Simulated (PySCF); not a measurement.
## Rotational lines of TeN⁺

Lines J+1 ← J of the vibrational ground state, computed from RHF-CCSD(T) constants of TeN⁺, ¹Σ⁺ (singlet), closed shell (basis Te aug-cc-pVDZ-PP with ECP28, N aug-cc-pVDZ; scalar-relativistic core potentials; PySCF 2.14; masses 129.9062 and 14.0031 u), in MHz:

| J | ν (MHz) |
| --- | --- |
| 0 | 23436.2 |
| 1 | 46872.2 |
| 2 | 70307.7 |
| 3 | 93742.5 |
| 4 | 117176.2 |

(1) Find B0 and the effective bond length r0; with αe = 0.00287 cm⁻¹, find Re.

Correlated steps freeze 5 core orbitals. Correlated levels converge slowly with the basis: in double zeta they bind strong bonds too weakly, by up to about 1 eV, and carry superposition errors of some tenths. Spin–orbit coupling is left out, which matters for elements this heavy, above all for dissociation energies. For an ion De counts to the pair picked by the measured ionisation energies or electron affinities, which need not be the lowest pair at this level. Where the molecule has an RHF reference, its open-shell atoms are computed with UHF. The CCSD T1 diagnostic is raised, a sign that a single reference may not be enough here.

## Answers

(1) ν = 2B0(J+1) − 4D(J+1)³ gives B0 = 0.39087 cm⁻¹. With the reduced mass μred = 12.641 u, r0 = √(16.8576/(μred·B0)) (u, cm⁻¹, Å) = 1.8471 Å. Be = B0 + αe/2 = 0.39231 cm⁻¹ gives Re = 1.844 Å.
